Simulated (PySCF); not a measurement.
This script is equivalent to a calculation on I (iodine, neutral).

```python
from pyscf import gto, scf, dft, mp, cc
import basis_set_exchange as bse
txt = bse.get_basis("cc-pVDZ-PP", elements=["I"], fmt="nwchem", header=False)
cut = txt.index("\nECP")
mol = gto.M(atom="I 0 0 0", charge=0, spin=1, symmetry="D2h",
            basis=gto.basis.parse(txt[:cut]),
            ecp={"I": gto.basis.parse_ecp(txt[cut:])})
mf = scf.UHF(mol)
mf.irrep_nelec = {'Ag': (4, 4), 'B1g': (1, 1), 'B2g': (1, 1), 'B3g': (1, 1), 'B1u': (2, 2), 'B2u': (2, 2), 'B3u': (2, 1)}
mf.kernel()
```

Question: What total energy does it give?

Answer: -294.65276 hartree (calculated).

Question: Which occupied shell lies highest, and where?

Answer: 5p β, at -10.284 eV.

Question: What is ⟨S²⟩, and what would a pure spin state give?

Answer: 0.756, against 0.75.

Energies and moments cover only the electrons outside the core potential.
